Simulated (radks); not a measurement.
Values are calculated unless marked as measured or tabulated.
Polarisability of neutral potassium, [Ar] 4s1, at imaginary frequency. Level of theory: non-relativistic Kohn-Sham, LDA (Slater exchange, VWN5 correlation), spin-polarised, spherical densities, point nucleus; open shells are filled with parallel spins first (a radial shooting solver on a logarithmic mesh with Libxc functionals). Response by self-consistent Sternheimer equations with the Hartree and adiabatic LDA kernel.

w (hartree),alpha1(iw) (bohr^3),alpha2(iw) (bohr^5)
0.00266,258.9,5796
0.0143,246.8,5657
0.0360,196.0,4995
0.0697,118.8,3636
0.118,61.34,2176
0.186,31.53,1166
0.280,17.49,600.9
0.413,10.64,306.7
0.605,6.876,156.1
0.892,4.418,78.61
1.35,2.617,38.22
2.12,1.340,17.09
3.59,0.5658,6.488
6.94,0.1867,1.838
17.5,0.04019,0.2978

Static values: alpha1 = 259.4 bohr^3 (38.43 angstrom^3; uncoupled 301.5), alpha2 = 5801 bohr^5, alpha3 = 183800 bohr^7. C6 = 3299, C8 = 430800, triple-dipole C9 = 627200 atomic units. One-pole (London) frequency 4 C6 / (3 alpha1^2) = 0.065 hartree, against 0.096 for minus the highest occupied eigenvalue. The dipole shielding factor is 1.000, as the force sum rule N/Z = 1.000 demands. Recommended static value: 289.7 bohr^3 (Schwerdtfeger and Nagle, 2023 table).
